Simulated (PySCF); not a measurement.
**Substituent effects on chemical shifts**

Parent skeleton `[CH3:1][Si:2]1([CH3:3])[CH2:4][O:5][SiH2:6][O:7]1`; one hydrogen on atom 1 is replaced by X. Hydrogens on one atom are averaged.

Gas phase, relativity neglected, a single conformation, rapidly exchanging positions averaged. Geometry from GFN2-xTB; GIAO PBE0/pcSseg-1 shieldings; PySCF 2.14.0 with density-fitted response routines.

Scale: 13C (186.93 ppm), 29Si (349.16 ppm), 1H (31.72 ppm) against TMS; 17O (336.08 ppm) vs H2O (reference shieldings calculated alike).

Parent (X = H): C1 0.7, Si2 14.6, C3 0.7, C4 57.3, O5 15.4, Si6 -12.9, O7 75.5, H(C1) 0.22, H(C3) 0.22 ppm. Effects are Δδ = δ(X) − δ(H), positive for deshielding.

**Question.** Give Δδ (ppm) for X = CHF2, NHSiH3, OCHO, CH2SiH3.

**Answer.** 
```csv
X,SMILES,C1,Si2,C3,C4,O5,Si6,O7,H(C1),H(C3)
CHF2,C[Si@]1(CC(F)F)CO[SiH2]O1,+28.0,-0.9,+1.9,+1.5,+1.3,+0.1,-2.7,+1.27,+0.26
NHSiH3,C[Si@]1(CN[SiH3])CO[SiH2]O1,+34.5,-0.5,-2.5,-2.8,+2.3,+1.5,-7.1,+2.19,+0.01
OCHO,C[Si@@]1(COC=O)CO[SiH2]O1,+57.4,-28.7,+3.0,+0.3,+1.9,-2.7,+15.8,+3.60,+0.14
CH2SiH3,C[Si@@]1(CC[SiH3])CO[SiH2]O1,+14.8,-2.3,-3.2,-0.4,-1.4,+0.4,+1.2,+0.66,+0.06
```

**Question.** Which position responds most, and to which substituents?

**Answer.** C1: from +14.8 ppm with CH2SiH3 to +57.4 ppm with OCHO.

Experimental scales use liquid or dissolved standards, which lie at an offset from isolated H2O (liquid H2O: subtract about 36 ppm).
